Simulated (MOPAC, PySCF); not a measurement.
C3H4O2, SMILES `CC(=O)C=O` (O–C–C–O torsion 180°), neutral singlet in the gas phase. 

Cartesian coordinates (Å):
SMILES: CC(=O)C=O
```xyz
9

C      1.0372    -0.4879    -0.2442
C     -0.1251     0.4404    -0.4213
O     -0.2194     1.2800    -1.2847
C     -1.2868     0.3125     0.5739
O     -1.3021    -0.4839     1.4724
H      1.4633    -0.3610     0.7535
H      1.7875    -0.2938    -1.0062
H      0.6948    -1.5236    -0.2998
H     -2.1088     1.0284     0.3800
```
Charge 0, multiplicity 1.

All levels are single points at this geometry (B3LYP-D3(BJ)/def2-TZVP); Pople sets use spherical d functions. Orbital energies aren't observables, and empty levels follow the basis.

```tsv
level	HOMO (eV)	LUMO (eV)	gap (eV)	dipole (D)	vertical IE, Delta-SCF (eV)
M06-2X/def2-TZVP in PySCF	-9.08	-1.64	7.45	1.00	10.22
B3LYP/3-21G in PySCF	-6.66	-2.44	4.22	0.92	–
B3LYP/6-311+G** in PySCF	-7.38	-3.12	4.26	1.07	–
B3LYP/6-31G* in PySCF	-6.93	-2.62	4.31	0.96	9.63
M06-2X/6-31G* in PySCF	-8.77	-1.30	7.47	0.93	–
PM6 in MOPAC	-10.05	-1.18	8.87	0.84	–
```
